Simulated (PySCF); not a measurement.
From computed data to an observable: entropy of an ideal gas

C4H5, SMILES C([C]=C)=C, multiplicity 2.

The structure is a stationary point at r2SCAN-D4/def2-SVP. The isomer is the one that the SMILES or the coordinates give; other isomers of the formula were not compared. Other conformers were not sampled.

r2SCAN-D4/def2-SVP (PySCF 2.14.0) gives the harmonic wavenumbers 206, 208, 488, 519, 566, 736, 852, 907, 917, 953, 1075, 1202, 1352, 1421, 1480, 1932, 3077, 3117, 3155, 3160, 3279 cm⁻¹ and the rotational temperatures 2.0028, 0.2093, 0.1948 K. The molar mass is 53.08 g/mol, the symmetry number 1, the spin multiplicity 2.

**Question.** Work out the entropy at 298.15 K and 1 atm in the rigid-rotor, harmonic-oscillator model.

**Answer.** 
Translation (Sackur–Tetrode at 1 atm): S = R[1.5 ln M + 2.5 ln T − 1.16487] = 158.3 J/(mol K).
Rotation: q = (√π/σ) T^1.5/√(θA θB θC) = 31900, S = R[ln q + 3/2] = 98.7 J/(mol K).
Vibration: with u = 1.4388 ν/T, each mode gives R[u/(e^u − 1) − ln(1 − e^−u)]:
| ν (cm⁻¹) | modes | u | S (J/(mol K)) |
|---|---|---|---|
| 206 | 1 | 0.99 | 8.70 |
| 208 | 1 | 1.00 | 8.62 |
| 488 | 1 | 2.35 | 2.88 |
| 519 | 1 | 2.50 | 2.56 |
| 566 | 1 | 2.73 | 2.14 |
| 736 | 1 | 3.55 | 1.11 |
| 852 | 1 | 4.11 | 0.71 |
| 907 | 1 | 4.38 | 0.57 |
| 917 | 1 | 4.43 | 0.55 |
| 953 | 1 | 4.60 | 0.47 |
| 1075 | 1 | 5.19 | 0.29 |
| 1202 | 1 | 5.80 | 0.17 |
| 1352 | 1 | 6.52 | 0.09 |
| 1421 | 1 | 6.86 | 0.07 |
| 1480 | 1 | 7.14 | 0.05 |
| 1932 | 1 | 9.32 | 0.01 |
The stiffer modes add less than 0.005 each. Sum 29.0 J/(mol K).
Spin: R ln 2 = 5.8 J/(mol K).
Total 291.7 J/(mol K); the program's own thermochemistry gives 291.8. Translation makes up 54 % and vibration 10 %. Anharmonicity, hindered rotation and orbital degeneracy are left out.
